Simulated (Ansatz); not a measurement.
Consider the ligand exchange at the Si–C bond: `O[SiH2]C(F)Cl` + `[NH2][AlH2]` → `O[SiH2][NH][AlH2]` + `FCCl`.

Computed with Ansatz on PBE0-D4/def2-TZVP structures; ΔE is electronic, products minus reactants. CCSD(T)/CBS adds triple-zeta CCSD(T) − MP2 to the extrapolated MP2 energy (def2 sets, frozen cores). This one scheme is used for every species. DFT in def2-TZVPP. Each species was taken in one conformer, which may not be the lowest.

`O[SiH2]C(F)Cl`:

Cartesian coordinates in Å:
```
O 1.843 0.022 -0.365
Si 0.558 0.269 0.621
C -1.008 -0.472 -0.176
F -2.116 -0.201 0.578
Cl -1.194 0.283 -1.789
H 1.789 0.389 -1.250
H 0.251 1.701 0.855
H 0.852 -0.444 1.884
H -0.975 -1.548 -0.358
```

`[NH2][AlH2]`:

```xyz
6

N    -0.839    0.419   -0.004
Al    0.741   -0.370    0.003
H    -1.653    0.073   -0.485
H    -1.056    1.279    0.473
H     0.897   -1.722   -0.805
H     1.910    0.321    0.818
```

`O[SiH2][NH][AlH2]`:

Cartesian coordinates in Å:
```
O -0.722 0.748 -1.961
Si 0.494 0.331 -0.926
N -0.114 -0.723 0.277
Al -0.391 -0.399 2.010
H -0.470 1.006 -2.848
H 1.029 1.521 -0.215
H 1.578 -0.303 -1.731
H -0.399 -1.633 -0.064
H 0.001 1.022 2.580
H -1.006 -1.571 2.879
```

`FCCl`:

Z-matrix (Å, degrees):
```
C
F 1 1.355
Cl 1 1.766 2 110.5
H 1 1.089 2 109.3 3 -118.4
H 1 1.089 2 109.3 3 118.4
```

```tsv
level	ΔE (eV)
PBE-D4	-0.76
r2SCAN-D4	-0.84
PBE0-D4	-0.84
B2PLYP	-0.89
```

Question: What does CCSD(T)/CBS give? (An estimate is asked.)

Answer: Computed: -0.88 eV. The listed levels differ from it by 0.12, 0.04, 0.04, -0.01 eV.

Largest T1 diagnostic among the species: 0.012.

In def2-TZVPP, CCSD(T) changes the Hartree–Fock value by +0.12 eV (the triples alone add +0.02 eV) and MP2 by +0.10 eV. From PBE to PBE0 (25 % exact exchange), in def2-TZVPP and without D4, ΔE moves by −0.07 eV.
